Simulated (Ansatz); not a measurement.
Consider the ligand exchange at a Ti–Se bond: `C[Se][Ti]([OH])([F])[Cl]` + H₂S → `[OH][Ti]([F])([SH])[Cl]` + `C[SeH]`.

Gas-phase electronic energies from Ansatz, PBE0-D4/def2-TZVP geometries. CCSD(T)/CBS is the MP2 limit (def2-TZVPP, def2-QZVPP) plus CCSD(T) − MP2 in def2-TZVPP, frozen cores. This one scheme is used for every species. Functionals use def2-TZVPP. For Se, Ti outer-core shells are correlated without core-valence functions, which leaves a few kJ/mol of doubt a bond. Scalar relativity is left out up to krypton. One conformer a species, not always the lowest.

| level | ΔE (kJ/mol) |
| --- | --- |
| r2SCAN-D4 | 10.7 |
| HF/def2-TZVPP | -0.6 |

**Question.** What does CCSD(T)/CBS give? (An estimate is asked.)

**Answer.** The calculation gave: +16.0 kJ/mol. The listed levels differ from it by -5.3, -16.6 kJ/mol.

Largest T1 diagnostic among the species: 0.025, so the coupled-cluster value is less sure than usual.

The D4 term adds +6.1 kJ/mol with B3LYP and +3.6 kJ/mol with PBE0; it sums over pairs of atoms, weighted by their polarisabilities, and B3LYP, whose exchange is more repulsive, gets the larger term. In def2-TZVPP, CCSD(T) changes the Hartree–Fock value by +14.4 kJ/mol (the triples alone add +3.5 kJ/mol) and MP2 by +19.2 kJ/mol.

B3LYP here is the variant with VWN-RPA as its local correlation; programs differ in this.
